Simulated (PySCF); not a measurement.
# Telling isomers of C6H9N3O apart by NMR

Method: shieldings: GIAO PBE0/pcSseg-1, geometry from GFN2-xTB, in PySCF 2.14.0 with density-fitted response routines (gas phase, one computed conformer, averaged over atoms made equivalent by symmetry, fast rotation or ring inversion, no relativistic terms).

Referencing at the same level of theory: $^{1}$H (σref 31.72), $^{13}$C (σref 186.93) against TMS. Where no couplings were computed, multiplicities follow the n + 1 count of equivalent neighbours, and m marks all less simple cases (inequivalent or close neighbours, rings, F or P nearby). Shifts are as computed. Against solution values, carbons near 30 ppm lie about +3 ppm off and those near 130 ppm about +5 ppm (rms about the fit 2.1 ppm; single classes can miss by 10 ppm). Of 1328 compounds with measured shifts, 309 miss one by over three times the rms of a fit or turn the order of signals round; such compounds aren't used in these exercises. Signals without a measured value on file couldn't be tested in this way; 1H shifts scatter by 0.2 ppm about their fit, and single ones miss by 0.5 ppm.

(1) Tabulate the signals of `CC(=O)c1nn(C)nc1C`, `C=Cc1c(OC)nnn1C` and their relative energies.

(2) What is the quickest way to tell CC(=O)c1nn(C)nc1C from C=Cc1c(OC)nnn1C?

Answers

(1) 
| SMILES | carbon types | δC | δH | E rel. (kcal/mol) |
| --- | --- | --- | --- | --- |
| CC(=O)c1nn(C)nc1C | 3×C 3×CH3 | 197.8, 155.0, 147.6, 41.7, 30.6, 15.1 | 4.20 (s, 3H), 2.74 (s, 3H), 2.65 (s, 3H) | 0.0 |
| C=Cc1c(OC)nnn1C | 2×C 1×CH 1×CH2 2×CH3 | 166.9, 126.4, 124.4, 122.1, 58.0, 35.9 | 6.77 (m, 1H), 6.40 (m, 1H), 5.66 (m, 1H), 4.37 (s, 3H), 4.05 (s, 3H) | 35.0 |

Energies are electronic energies at PBE0/pcSseg-1 on these geometries, without zero-point or thermal terms, each for the one conformer computed, which needn't be the lowest.

(2) Both give the same number of carbon signals, but DEPT or the intensities differ. The first has a ketone carbonyl carbon (C) at 197.8 ppm, the second an alkene CH at 126.4 ppm. Their most deshielded carbons lie at 197.8 and 166.9 ppm. In the proton spectra the most deshielded non-exchanging signals are 4.20 (s, 3H) and 6.77 (m, 1H).
